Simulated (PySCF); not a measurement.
FH2MgN. Atoms are numbered in the order given.

```xyz
5

Mg     0.0000     0.0000    -0.0763
F      0.0000     0.0000    -1.8388
N      0.0000     0.0000     1.8070
H      0.0000    -0.8139     2.4079
H      0.0000     0.8139     2.4079
```

The structure is a stationary point at TPSSh-D3(BJ)/def2-TZVP. One conformer was computed; it need not be the lowest.

Calculation: CAM-B3LYP/def2-TZVPD (PySCF).

Mulliken values depend strongly on the basis, most of all with diffuse functions as here. ESP charges are fitted to the potential on shells at 1.4 to 2.0 van der Waals radii. Atomic charges (e):

```tsv
atom	Mulliken	IAO	ESP fit
Mg1	0.87	1.68	[?]
F2	-0.66	-0.89	[?]
N3	-0.47	-1.28	[?]
H4	0.13	0.25	[?]
H5	0.13	0.25	[?]
```

Problem. Complete the blanks. (The exact figures need the calculation; the answer reports its results.)

Solution. 
- Mg1, ESP fit: 1.41
- F2, ESP fit: -0.69
- N3, ESP fit: -1.70
- H4, ESP fit: 0.49
- H5, ESP fit: 0.49
